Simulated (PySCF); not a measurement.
Computed with B3LYP-D3(BJ)/def2-TZVP // M06-2X/def2-TZVP (PySCF). Isolated molecules, 0 K electronic values unless said otherwise. One relaxed conformer stands for a flexible species; it need not be the lowest. B3LYP has the VWN-RPA correlation part, as in Gaussian. Delta-SCF ions had no search for a lower state. 

Reference species (SMILES): `[BH2][GeH3]` (neutral, multiplicity 1).

```json
{
 "HOMO": "-8.12 eV",
 "vertical ionisation energy (Delta-SCF)": "10.62 eV"
}
```

Changed species: `BB` (X = boryl; the reference has X = germyl).

Q: Predict the effect on the HOMO and vertical ionisation energy (Delta-SCF).

A: the HOMO falls by 0.29 eV, to -8.41 eV; the vertical ionisation energy (Delta-SCF) rises by 0.65 eV, to 11.27 eV.
